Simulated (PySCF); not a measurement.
C₇H₇S (charge -1).
Geometry (GFN2-xTB, Å), atoms numbered from 1 in this order:
```xyz
15
C7H7S angstrom
C     -2.332    0.367    0.109
C     -1.269   -0.702    0.089
S     -1.797   -2.294    0.170
C      0.063   -0.325    0.006
C      1.206   -1.187   -0.025
C      2.327   -0.415   -0.109
C      1.932    0.953   -0.135
C      0.570    1.014   -0.067
H     -3.320   -0.086    0.177
H     -2.282    0.970   -0.799
H     -2.188    1.030    0.965
H      1.154   -2.261    0.015
H      3.349   -0.764   -0.151
H      2.610    1.794   -0.199
H     -0.027    1.913   -0.067
```

Theory: TDDFT PBE0/def2-SVPD, vertical, gas phase, core orbitals frozen in the response (PySCF 2.14.0, density-fitted response routines).

Frontier orbitals with the atoms that hold most of them (Löwdin shares over 4%, at most four atoms; ? is withheld):

| orbital | ε (eV) | atoms |
| --- | --- | --- |
| LUMO+2 | 4.61 | S3 32%, C7 15%, C6 13%, H14 12% |
| LUMO+1 | 4.19 | C1 24%, S3 16%, H10 12%, H11 12% |
| LUMO | 2.78 | ? |
| HOMO | ? | S3 35%, C4 18%, C7 15%, C2 10% |
| HOMO-1 | -1.47 | ? |
| HOMO-2 | -1.65 | C8 26%, C5 24%, C6 20%, C7 12% |
| HOMO-3 | -3.74 | S3 30%, C2 27%, C4 9%, C7 8% |

(1) Give the leading atoms of the LUMO.

(2) Which atoms hold the HOMO-1, and with what shares?

(3) What is the HOMO energy, and the HOMO–LUMO gap?

## Answers

(1) C2 (bonded to 2 C and S) 27%; S3 (bonded to C) 24%; C8 (bonded to 2 C and H) 8%; C5 (bonded to 2 C and H) 8%. By element: carbon 43% or more, sulfur 24%.

(2) S3 (bonded to C) 77%; C2 (bonded to 2 C and S) 10%; C1 (bonded to C and 3 H) 5%. By element: sulfur 77%, carbon 15% or more.

(3) ε(HOMO) = -1.23 eV; the gap is 4.00 eV (0.1472 hartree).

The HOMO–LUMO gap is 4.00 eV. Where does the response calculation put the lowest singlet, and from which orbitals?

S1 is at 2.81 eV (f = 0.0001), 1.19 eV below the gap, made of HOMO-1→LUMO (99%). Its leading pair isn't HOMO and LUMO; the energies of that pair differ by 4.24 eV. Without the coupling terms of the response equations the lowest excitation would equal the gap.

Give energy, strength and leading configuration of S1, S4 and S5, and follow the Löwdin shares of the leading atoms from the occupied to the empty orbital.

- S1 (2.81 eV, f 0.0001), HOMO-1→LUMO (99%): S3 77% → 24%, C2 10% → 27%
- S4 (4.51 eV, f 0.013), HOMO→LUMO+1 (98%): S3 35% → 16%, C4 18% → at most 13%, C1 at most 10% → 24%
- S5 (4.75 eV, f 0.061), HOMO-1→LUMO+1 (90%): S3 77% → 16%, C2 10% → at most 13%, C1 5% → 24%

Time: 27 s; peak memory 0.97 GiB. Hardware: Arm Neoverse V2, one thread, on a shared host.

One conformer stands for the species.
